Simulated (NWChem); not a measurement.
System: C$_{4}$H$_{4}$O$_{2}$; SMILES O=C1CC=CO1

NWChem printed, in part:

```
             Northwest Computational Chemistry Package (NWChem) 7.3.0
             --------------------------------------------------------

 CS  symmetry detected

                             Geometry "geometry" -> ""
                             -------------------------

 Output coordinates in angstroms (scale by  1.889725989 to convert to a.u.)

  No.       Tag          Charge          X              Y              Z
 ---- ---------------- ---------- -------------- -------------- --------------
    1 O                    8.0000     0.01050961     2.00645598     0.00000000
    2 C                    6.0000    -0.00502114     0.81244941     0.00000000
    3 C                    6.0000    -1.20531456    -0.12214327     0.00000000
    4 C                    6.0000    -0.54642885    -1.46084802     0.00000000
    5 C                    6.0000     0.76690588    -1.27028905     0.00000000
    6 O                    8.0000     1.12321102     0.05510578     0.00000000
    7 H                    1.0000    -1.82589671     0.05750039    -0.87977669
    8 H                    1.0000    -1.82589671     0.05750039     0.87977669
    9 H                    1.0000    -1.06435259    -2.39797494     0.00000000
   10 H                    1.0000     1.58553302    -1.96453434     0.00000000

 Effective nuclear repulsion energy (a.u.)     224.6104224502

      Symmetry information
      --------------------

 Group name             Cs
 Group number              2
 Group order               2
 No. of unique centers     9

                                Z-matrix (autoz)
                                --------

 Units are Angstrom for bonds and degrees for angles

      Type          Name      I     J     K     L     M      Value
      ----------- --------  ----- ----- ----- ----- ----- ----------
    1 Stretch                  1     2                       1.19411
    2 Stretch                  2     3                       1.52124
    3 Stretch                  2     6                       1.35885
    4 Stretch                  3     4                       1.49207
    5 Stretch                  3     7                       1.09151
    6 Stretch                  3     8                       1.09151
    7 Stretch                  4     5                       1.32709
    8 Stretch                  4     9                       1.07072
    9 Stretch                  5     6                       1.37245
   10 Stretch                  5    10                       1.07337
   11 Bend                     1     2     3               128.65086
   12 Bend                     1     2     6               123.12689
   13 Bend                     2     3     4               101.70008
   14 Bend                     2     3     7               110.33374
   15 Bend                     2     3     8               110.33374
   16 Bend                     2     6     5               108.82506
   17 Bend                     3     2     6               108.22225
   18 Bend                     3     4     5               107.94981
   19 Bend                     3     4     9               124.86624
   20 Bend                     4     3     7               113.49908
   21 Bend                     4     3     8               113.49908
   22 Bend                     4     5     6               113.30279
   23 Bend                     4     5    10               131.44429
   24 Bend                     5     4     9               127.18394
   25 Bend                     6     5    10               115.25291
   26 Bend                     7     3     8               107.41691
   27 Torsion                  1     2     3     4         180.00000
   28 Torsion                  1     2     3     7          59.26955
   29 Torsion                  1     2     3     8         -59.26955
   30 Torsion                  1     2     6     5         180.00000
   31 Torsion                  2     3     4     5           0.00000
   32 Torsion                  2     3     4     9         180.00000
   33 Torsion                  2     6     5     4           0.00000
   34 Torsion                  2     6     5    10         180.00000
   35 Torsion                  3     2     6     5          -0.00000
   36 Torsion                  3     4     5     6           0.00000
   37 Torsion                  3     4     5    10         180.00000
   38 Torsion                  4     3     2     6           0.00000
   39 Torsion                  5     4     3     7         118.48928
   40 Torsion                  5     4     3     8        -118.48928
   41 Torsion                  6     2     3     7        -120.73045
   42 Torsion                  6     2     3     8         120.73045
   43 Torsion                  6     5     4     9         180.00000
   44 Torsion                  7     3     4     9         -61.51072
   45 Torsion                  8     3     4     9          61.51072
   46 Torsion                  9     4     5    10           0.00000

  pbe96 is a nonlocal functional; adding pw91lda local functional.

                           NWChem Geometry Optimization
                           ----------------------------

 maximum gradient threshold         (gmax) =   0.000450
 rms gradient threshold             (grms) =   0.000300
 maximum cartesian step threshold   (xmax) =   0.001800
 rms cartesian step threshold       (xrms) =   0.001200
 fixed trust radius                (trust) =   0.300000
 source of zmatrix                         =   autoz

          -------------------
          Energy Minimization
          -------------------

 Using diagonal initial Hessian
 Scaling for Hessian diagonals: bonds = 1.00  angles = 0.25  torsions = 0.10

          --------
          Step   0

                                 NWChem DFT Module
                                 -----------------

 Summary of "ao basis" -> "ao basis" (spherical)
 ------------------------------------------------------------------------------
       Tag                 Description            Shells   Functions and Types
 ---------------- ------------------------------  ------  ---------------------
 O                          def2-svp                 6       14   3s2p1d
 C                          def2-svp                 6       14   3s2p1d
 H                          def2-svp                 3        5   2s1p

      Symmetry analysis of basis
      --------------------------

        a'         73
        a"         31

            General Information
            -------------------
          SCF calculation type: DFT
          Wavefunction type:  closed shell.
          No. of atoms     :    10
          No. of electrons :    44
           Alpha electrons :    22
            Beta electrons :    22
          Charge           :     0
          Spin multiplicity:     1
          Use of symmetry is: on ; symmetry adaption is: on
          Maximum number of iterations: 150
          AO basis - number of functions:   104
                     number of shells:    48
          Convergence on energy requested:  1.00D-06
          Convergence on density requested:  1.00D-05
          Convergence on gradient requested:  5.00D-04

              XC Information
              --------------
          PerdewBurkeErnzerhof Exchange Functional  1.000
            Perdew 1991 LDA Correlation Functional  1.000 local
           PerdewBurkeErnz. Correlation Functional  1.000 non-local

[...]

      ----------------------
      Optimization converged
      ----------------------

  Step       Energy      Delta E   Gmax     Grms     Xrms     Xmax
  ---- ---------------- -------- -------- -------- -------- --------
@    5    -304.70059931 -1.0D-06  0.00015  0.00004  0.00057  0.00164
                                     ok       ok       ok       ok

                                Z-matrix (autoz)
                                --------

 Units are Angstrom for bonds and degrees for angles

      Type          Name      I     J     K     L     M      Value     Gradient
      ----------- --------  ----- ----- ----- ----- ----- ---------- ----------
    1 Stretch                  1     2                       1.20145   -0.00015
    2 Stretch                  2     3                       1.53035   -0.00005
    3 Stretch                  2     6                       1.40140    0.00010
    4 Stretch                  3     4                       1.49911   -0.00002
    5 Stretch                  3     7                       1.11169   -0.00007
    6 Stretch                  3     8                       1.11169   -0.00007
    7 Stretch                  4     5                       1.34713    0.00010
    8 Stretch                  4     9                       1.09578   -0.00001
    9 Stretch                  5     6                       1.38300   -0.00005
   10 Stretch                  5    10                       1.09704    0.00001
   11 Bend                     1     2     3               130.69975    0.00000
   12 Bend                     1     2     6               121.94938   -0.00001
   13 Bend                     2     3     4               103.13389    0.00003
   14 Bend                     2     3     7               109.19679   -0.00002
   15 Bend                     2     3     8               109.19679   -0.00002
   16 Bend                     2     6     5               108.12649   -0.00001
   17 Bend                     3     2     6               107.35087    0.00000
   18 Bend                     3     4     5               107.20241   -0.00001
   19 Bend                     3     4     9               126.65191    0.00001
   20 Bend                     4     3     7               114.53767   -0.00002
   21 Bend                     4     3     8               114.53767   -0.00002
   22 Bend                     4     5     6               114.18635   -0.00002
   23 Bend                     4     5    10               131.23285    0.00002
   24 Bend                     5     4     9               126.14568   -0.00000
   25 Bend                     6     5    10               114.58080   -0.00001
   26 Bend                     7     3     8               106.10540    0.00004
   27 Torsion                  1     2     3     4         180.00000    0.00000
   28 Torsion                  1     2     3     7          57.80550    0.00001
   29 Torsion                  1     2     3     8         -57.80550   -0.00001
   30 Torsion                  1     2     6     5         180.00000    0.00000
   31 Torsion                  2     3     4     5           0.00000    0.00000
   32 Torsion                  2     3     4     9         180.00000    0.00000
   33 Torsion                  2     6     5     4           0.00000   -0.00000
   34 Torsion                  2     6     5    10         180.00000    0.00000
   35 Torsion                  3     2     6     5          -0.00000    0.00000
   36 Torsion                  3     4     5     6           0.00000    0.00000
   37 Torsion                  3     4     5    10         180.00000    0.00000
   38 Torsion                  4     3     2     6           0.00000   -0.00000
   39 Torsion                  5     4     3     7         118.53444   -0.00001
   40 Torsion                  5     4     3     8        -118.53444    0.00001
   41 Torsion                  6     2     3     7        -122.19450    0.00001
   42 Torsion                  6     2     3     8         122.19450   -0.00001
   43 Torsion                  6     5     4     9         180.00000    0.00000
   44 Torsion                  7     3     4     9         -61.46556   -0.00001
   45 Torsion                  8     3     4     9          61.46556    0.00001
   46 Torsion                  9     4     5    10           0.00000    0.00000

                         Geometry "geometry" -> "geometry"
                         ---------------------------------

 Output coordinates in angstroms (scale by  1.889725989 to convert to a.u.)

[...]

 Rotational Constants
 --------------------
 A=   0.273626 cm-1  (  0.393678 K)
 B=   0.127789 cm-1  (  0.183856 K)
 C=   0.088564 cm-1  (  0.127421 K)

 Temperature                      =   298.15K
 frequency scaling parameter      =   1.0000

 Zero-Point correction to Energy  =   45.005 kcal/mol  (  0.071719 au)
 Thermal correction to Energy     =   48.043 kcal/mol  (  0.076561 au)
 Thermal correction to Enthalpy   =   48.635 kcal/mol  (  0.077504 au)

 Total Entropy                    =   71.258 cal/mol-K
   - Translational                =   39.181 cal/mol-K (mol. weight =  84.0211)
   - Rotational                   =   25.746 cal/mol-K (symmetry #  =        1)
   - Vibrational                  =    6.331 cal/mol-K

 Cv (constant volume heat capacity) =   17.831 cal/mol-K
   - Translational                  =    2.979 cal/mol-K
   - Rotational                     =    2.979 cal/mol-K
   - Vibrational                    =   11.872 cal/mol-K

[normal modes left out]

 ----------------------------------------------------------------------------
 Normal Eigenvalue ||           Projected Infra Red Intensities
  Mode   [cm**-1]  || [atomic units] [(debye/angs)**2] [(KM/mol)] [arbitrary]
 ------ ---------- || -------------- ----------------- ---------- -----------
    1       -0.000 ||    0.001102           0.025         1.074       0.390
    2       -0.000 ||    0.000002           0.000         0.002       0.001
    3       -0.000 ||    0.001634           0.038         1.593       0.578
    4       -0.000 ||    0.001150           0.027         1.122       0.407
    5        0.000 ||    0.002300           0.053         2.242       0.814
    6        0.000 ||    0.001242           0.029         1.211       0.440
    7      176.072 ||    0.002459           0.057         2.397       0.870
    8      423.517 ||    0.012238           0.282        11.931       4.331
    9      481.900 ||    0.001648           0.038         1.607       0.583
   10      545.511 ||    0.015137           0.349        14.757       5.357
   11      658.652 ||    0.005780           0.133         5.635       2.046
   12      695.826 ||    0.034601           0.798        33.731      12.246
   13      799.698 ||    0.022670           0.523        22.100       8.024
   14      817.668 ||    0.023188           0.535        22.605       8.207
   15      881.871 ||    0.001591           0.037         1.551       0.563
   16      907.639 ||    0.000187           0.004         0.182       0.066
   17      964.324 ||    0.028991           0.669        28.262      10.261
   18     1036.523 ||    0.136118           3.140       132.695      48.175
   19     1062.851 ||    0.044026           1.016        42.919      15.582
   20     1102.510 ||    0.003628           0.084         3.537       1.284
   21     1142.636 ||    0.085078           1.963        82.938      30.111
   22     1228.809 ||    0.029204           0.674        28.470      10.336
   23     1322.580 ||    0.003491           0.081         3.403       1.236
   24     1346.229 ||    0.015374           0.355        14.987       5.441
   25     1632.767 ||    0.026477           0.611        25.811       9.371
   26     1877.783 ||    0.343439           7.923       334.801     121.551
   27     2986.355 ||    0.002264           0.052         2.207       0.801
   28     3027.129 ||    0.000059           0.001         0.058       0.021
   29     3177.466 ||    0.000811           0.019         0.791       0.287
   30     3199.878 ||    0.001753           0.040         1.709       0.620
 ----------------------------------------------------------------------------
```

Level: PBE-D3(BJ)/def2-SVP. 

**Question.** Reconstruct the input file.

**Answer.** This is not unique; one that fits is the input that was run:
```
start job
memory heap 200 mb stack 700 mb global 900 mb
geometry units angstroms
  O     -1.646798     0.645940    -0.836560
  C     -0.657643     0.226565    -0.315417
  C     -0.474234    -1.056498     0.480999
  C      0.971270    -0.983556     0.843571
  C      1.465444     0.136434     0.331150
  O      0.536049     0.874444    -0.358191
  H     -0.725753    -1.923366    -0.132951
  H     -1.139976    -1.064436     1.345794
  H      1.496172    -1.719219     1.417792
  H      2.452404     0.557200     0.362661
end
basis spherical
  * library def2-svp
end
dft
  xc xpbe96 cpbe96
  disp vdw 4
  iterations 150
end
driver
  maxiter 120
end
task dft optimize
task dft freq
```
